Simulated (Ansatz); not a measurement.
Conformers of `O[SiH](O)S[SiH](O)O`, each relaxed with PBE0-D4/def2-TZVP in Ansatz. CBS adds the triple-zeta coupled-cluster correction to the MP2 limit.

Not all of them had a frequency check.

Conformer A:

```xyz
13

O     2.970   -0.033    0.927
Si    1.627    0.723    0.391
O     1.388    0.633   -1.215
S    -0.046   -0.159    1.432
Si   -1.530    0.031   -0.079
O    -2.895   -0.677    0.475
O    -1.097   -0.740   -1.470
H     3.002   -0.990    0.880
H     1.818    2.134    0.759
H     0.719    0.031   -1.567
H    -1.723    1.435   -0.484
H    -3.049   -0.691    1.421
H    -1.184   -1.696   -1.469
```

Conformer B:

Z-matrix (Å, degrees):
```
Si
O 1 1.628
S 1 2.161 2 110.1
O 1 1.628 2 109.7 3 123.4
H 1 1.474 2 114.0 3 -119.5
H 2 0.967 1 118.8 3 25.6
Si 3 2.125 1 100.5 2 13.2
H 4 0.959 1 118.1 2 -55.1
O 7 1.634 3 107.3 1 -172.1
O 7 1.650 3 112.3 1 -52.7
H 7 1.473 3 112.5 1 64.0
H 9 0.958 7 118.2 3 -14.6
H 10 0.961 7 116.3 3 -75.1
```

Question: Which is lowest in electronic energy at CCSD(T)/CBS (frozen core, def2 sets), and by how much? (Best estimate.)

Answer: Computed: A; B lies 0.9 kJ/mol higher. Gaps under about 2 kJ/mol don't settle the order.

Question: Give the energies relative to A (kJ/mol) with r2SCAN-D4/def2-TZVPP, ωB97X-V/def2-TZVPP, PBE/def2-TZVPP, CCSD/def2-TZVPP, CCSD(T)/def2-TZVPP, MP2/def2-QZVPP, MP2/CBS(def2). (Best estimate.)

Answer: Ansatz gave: 
```
               level    B
r2SCAN-D4/def2-TZVPP  0.8
  ωB97X-V/def2-TZVPP  1.0
      PBE/def2-TZVPP  1.1
     CCSD/def2-TZVPP  0.8
  CCSD(T)/def2-TZVPP  0.9
      MP2/def2-QZVPP  1.0
       MP2/CBS(def2)  1.0
```
